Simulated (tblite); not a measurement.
Species: C6H11PSi2.
Atom-mapped SMILES: `[CH:1]#[C:2][C@@H:3]([CH3:4])[Si@@H:5]([C:6]#[CH:7])[SiH2:8][PH2:9]` (hydrogens: H10 on C1; H11 on C3; H12, H13, H14 on C4; H15 on Si5; H16 on C7; H17, H18 on Si8; H19, H20 on P9)

Computed with GFN2-xTB (tblite), gas phase: L-BFGS steps from a force-field or distance-geometry start until the largest atomic force falls under 0.01 eV/Å.

Step 56: E = -660.2021 eV
```
atom  x, y, z in Å  |  force x, y, z in eV/Å
C1     -2.7476   -0.3187   -2.3620    0.000  -0.001  -0.008
C2     -2.2249   -0.4096   -1.2883    0.003  -0.005  -0.007
C3     -1.5969   -0.5240    0.0067   -0.002   0.015  -0.006
C4     -1.0316   -1.9320    0.2035   -0.001   0.017   0.014
Si5    -0.2563    0.8512    0.2096    0.008   0.026  -0.062
C6      0.1005    0.9291    2.0296   -0.018  -0.013  -0.010
C7      0.3398    0.9757    3.2078   -0.008  -0.012  -0.018
Si8     1.6399    0.3185   -1.0333   -0.017   0.004  -0.001
P9      3.0432    2.0675   -1.0480    0.012  -0.009   0.003
H10    -3.2232   -0.2473   -3.2943    0.021   0.003   0.000
H11    -2.3753   -0.3502    0.7581    0.004  -0.028   0.020
H12    -0.2538   -2.1460   -0.5285   -0.031   0.025  -0.006
H13    -1.8189   -2.6760    0.0912   -0.001  -0.013   0.001
H14    -0.6051   -2.0294    1.1992    0.012   0.009   0.022
H15    -0.9011    2.1329   -0.1368    0.013  -0.017   0.029
H16     0.5396    1.0184    4.2394    0.020   0.002   0.037
H17     2.3459   -0.8870   -0.5647    0.008  -0.009   0.003
H18     1.3447    0.0713   -2.4516   -0.008  -0.010  -0.010
H19     3.6676    1.7465    0.1420   -0.036   0.006  -0.014
H20     4.0083    1.4198   -1.7924    0.019   0.009   0.010
```

Step 57: E = -660.2026 eV
```
atom  x, y, z in Å  |  force x, y, z in eV/Å
C1     -2.7473   -0.3193   -2.3626    0.001   0.001  -0.010
C2     -2.2238   -0.4090   -1.2891    0.004  -0.010  -0.004
C3     -1.5966   -0.5230    0.0066   -0.006   0.013  -0.003
C4     -1.0316   -1.9306    0.2063    0.013   0.028  -0.015
Si5    -0.2555    0.8516    0.2099    0.008   0.026  -0.060
C6      0.1023    0.9258    2.0302   -0.020  -0.007  -0.014
C7      0.3407    0.9734    3.2085   -0.014  -0.011  -0.038
Si8     1.6391    0.3166   -1.0348   -0.024  -0.001   0.000
P9      3.0403    2.0656   -1.0510    0.025   0.005  -0.007
H10    -3.2220   -0.2473   -3.2957    0.025   0.001   0.010
H11    -2.3751   -0.3500    0.7572   -0.009  -0.015   0.028
H12    -0.2545   -2.1431   -0.5259   -0.004   0.016  -0.018
H13    -1.8172   -2.6752    0.0903   -0.015  -0.019   0.021
H14    -0.6039   -2.0274    1.2015   -0.003   0.007   0.022
H15    -0.8979    2.1348   -0.1376    0.016  -0.025   0.035
H16     0.5392    1.0170    4.2399    0.025   0.001   0.054
H17     2.3472   -0.8880   -0.5678    0.007  -0.013   0.004
H18     1.3416    0.0710   -2.4527   -0.008  -0.013  -0.014
H19     3.6589    1.7499    0.1430   -0.030   0.005  -0.008
H20     4.0110    1.4180   -1.7889    0.010   0.011   0.016
```

Problem. Estimate the geometry and energy of step 58. (The exact step hangs on the optimiser's Hessian estimate; all steps are aligned on step 57, rigid shifts and turns removed.)

Solution. E = -660.2031 eV, largest force 0.048 eV/Å
```
atom  x, y, z in Å  |  force x, y, z in eV/Å
C1     -2.7470   -0.3203   -2.3630    0.008   0.003  -0.004
C2     -2.2224   -0.4087   -1.2899    0.001  -0.012  -0.003
C3     -1.5961   -0.5214    0.0065   -0.010   0.007   0.003
C4     -1.0316   -1.9288    0.2094    0.022   0.025  -0.034
Si5    -0.2541    0.8526    0.2091    0.007   0.008  -0.031
C6      0.1039    0.9217    2.0306   -0.019   0.002  -0.013
C7      0.3413    0.9704    3.2093   -0.016  -0.009  -0.043
Si8     1.6381    0.3146   -1.0369   -0.018  -0.008  -0.007
P9      3.0378    2.0637   -1.0561    0.031   0.016  -0.014
H10    -3.2207   -0.2474   -3.2967    0.025  -0.001   0.012
H11    -2.3751   -0.3494    0.7566   -0.016  -0.001   0.030
H12    -0.2534   -2.1398   -0.5216    0.015   0.009  -0.024
H13    -1.8157   -2.6745    0.0881   -0.016  -0.012   0.040
H14    -0.6047   -2.0260    1.2054   -0.022   0.009   0.007
H15    -0.8936    2.1369   -0.1378    0.012  -0.020   0.036
H16     0.5384    1.0150    4.2414    0.022  -0.003   0.036
H17     2.3489   -0.8897   -0.5726    0.001  -0.010   0.004
H18     1.3375    0.0710   -2.4544   -0.008  -0.016  -0.015
H19     3.6475    1.7554    0.1439   -0.022   0.004  -0.003
H20     4.0158    1.4155   -1.7843    0.002   0.010   0.022
```

The energy changes by -0.0005 eV. The first-order estimate −F·Δx gives -0.0007 eV and the mean of the old and new forces, exact on a quadratic surface, -0.0005 eV. The step makes an angle of 77° with the force vector and moves no atom by more than 0.013 Å.

What follows is the cost of the whole relaxation. On Arm Neoverse V1, one thread, no GPU, shared host with 32 logical CPUs at a one-minute load of 30, this took 1.6 s of wall time.
